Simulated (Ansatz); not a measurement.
```yaml
crystal:
  periodic: [true, true, true]
  atoms:
    - {symbol: F, position_ang: [-1.877673, -0.268879, 0.141034]}
    - {symbol: C, position_ang: [-0.671372, 0.227613, -0.366647]}
    - {symbol: N, position_ang: [0.328000, 0.452047, 0.651860]}
    - {symbol: Al, position_ang: [0.922144, -0.850009, -0.332096]}
    - {symbol: H, position_ang: [-0.942093, 1.084002, -0.986750]}
    - {symbol: H, position_ang: [0.215183, 1.176186, 1.345502]}
    - {symbol: H, position_ang: [2.087110, -1.888961, -0.498603]}
basis:
  gaussian: {orbitals: def2-SVPD, fitting: {mean_field: def2-universal-jkfit}}
hamiltonian: {xc: {name: HF}}
correlation: {method: mp2}
output: {forces: true}
```

```sh
$ ansatz run in.yaml --threads 2 --pin off --events-out ev --progress --plain --max-ram 4352MiB
```

Output, abridged:

```
Error: YAML parse error: error: line 2 column 3: crystal: missing field `lattice` (a structure is typed as `lattice` and `atoms`, a molecule's as `atoms` in Å alone, or read from a run's directory, `checkpoint`)
 --> <input>:2:3
1 | crystal:
2 |   periodic: [true, true, true]
3 |   atoms:
4 |     - {symbol: F, position_ang: [-1.877673, -0.268879, 0.141034]}
```

(1) Something in this input is off. What?

Results:

(1) The molecule is marked periodic without a cell. The input was rejected before any iteration.
